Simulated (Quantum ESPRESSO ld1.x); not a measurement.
Question: Species: Pd XXIV. Configuration: [Ar] 3d5. Method: scalar-relativistic Kohn-Sham, LDA (Slater exchange, VWN5 correlation), spin-polarised, spherical densities, point nucleus; open shells are filled with parallel spins first; computed with ld1.x of Quantum ESPRESSO 7.5. Some entries of the table are withheld. Estimate them.

| orbital | occ. | eigenvalue (Ry) | <r^2> (bohr^2) |
|---|---|---|---|
| 1s up | 1 | -1839.00 | 0.001374 |
| 1s down | 1 | -1838.97 | 0.001374 |
| 2s up | 1 | -323.534 | 0.02242 |
| 2s down | 1 | -322.588 | 0.02235 |
| 2p up | 3 | -297.099 | 0.01762 |
| 2p down | 3 | -296.367 | 0.01755 |
| 3s up | 1 | -103.340 | 0.1464 |
| 3s down | 1 | -102.258 | 0.1476 |
| 3p up | 3 | -94.7178 | 0.1433 |
| 3p down | 3 | -93.6137 | 0.1447 |
| 3d up | 5 | (1) | 0.1195 |
| 3d down | 0 | (2) | 0.1212 |
| 4s up | 0 | -48.8164 | 0.5847 |
| 4s down | 0 | -48.4637 | 0.5913 |
| 4p up | 0 | -45.5171 | 0.6073 |
| 4p down | 0 | -45.1700 | 0.6149 |

Answer: 
(1) 3d up eigenvalue (Ry): -82.0373
(2) 3d down eigenvalue (Ry): -80.7335
